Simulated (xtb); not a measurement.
AlH7O2Si2, SMILES [SiH3][SiH2][Al]([OH])[OH]. All values are semi-empirical tight-binding results from xtb (GFN2-xTB unless named), good for trends rather than for accurate numbers. Geometry optimised at GFN2-xTB. The structure was generated by enumeration; whether it is a known compound was not checked. Other conformers were not sampled.

Optimised geometry:

```xyz
12

Si     2.4534    -0.6408     0.3712
Si     0.5501    -0.5836    -0.9628
Al    -1.3342     0.4748     0.0927
O     -1.3870     2.1259     0.0095
O     -2.3815    -0.5215     0.8969
H      2.9583    -1.9889     0.6496
H      2.1738    -0.0392     1.6831
H      3.5957     0.0995    -0.1733
H      0.9074     0.0478    -2.2561
H      0.2421    -1.9684    -1.3949
H     -1.4431     3.0703    -0.0362
H     -2.9897    -1.0858     1.3534
```
Charge 0, spin multiplicity 1.

A frequency run showed that this geometry is not a minimum.

For metal compounds this method's bond lengths and energies can be far off.

```
Quantity       Value
-----------  -------
orbital gap  3.42 eV
```

Computed atomic charges and the Wiberg bond orders between heavy atoms:
charges (e) Si1 0.36, Si2 0.34, Al3 0.30, O4 -0.48, O5 -0.48, H6 -0.12, H7 -0.14, H8 -0.12, H9 -0.13, H10 -0.13, H11 0.30, H12 0.30. Bond orders Si1–Si2 0.83, Si2–Al3 0.87, Al3–O4 1.35, Al3–O5 1.36.
